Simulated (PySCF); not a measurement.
Species: C2H13NSi3.
SMILES: `C([SiH2]C([SiH3])[SiH3])N`

Torsions of this conformer, `[NH2:1][CH2:2][SiH2:3][CH:4]([SiH3:5])[SiH3:6]`: N1–C2–Si3–C4 -57°, C2–Si3–C4–Si5 -68°, H–N1–C2–Si3 -48°, H–N1–C2–Si3 73°.

The closed-shell ground state was solved at several levels (PySCF, density fitting, gas phase, non-relativistic). Geometry: PBE0-D3(BJ)/def2-SVP, one conformer, isolated molecule.

```csv
level,basis functions,HOMO (eV),LUMO (eV),gap (eV),dipole (D)
PBE0/def2-SVPD,236,-6.59,-0.03,6.56,1.09
B3LYP/pcSseg-1,188,-6.29,-0.06,6.23,1.09
```

Problem. What might PBE0/pcSseg-1 (188 basis functions) give for the same quantities?

Solution. HOMO -6.52 eV, LUMO 0.10 eV, gap 6.62 eV, dipole 1.11 D.

Problem. Over all these levels, which gives the widest orbital gap and which the narrowest?

Solution. PBE0/pcSseg-1 (global hybrid, 25 % exact exchange) has the widest, 6.62 eV, and B3LYP/pcSseg-1 (global hybrid, 20 % exact exchange) the narrowest, 6.23 eV. The two share the basis. From the narrowest to the widest the HOMO moves by -0.23 eV and the LUMO by +0.16 eV.

Problem. How far do the dipole and the HOMO energy spread over the levels?

Solution. The dipole runs from 1.09 to 1.11 D (mean 1.09 D) and the HOMO from -6.59 to -6.29 eV.
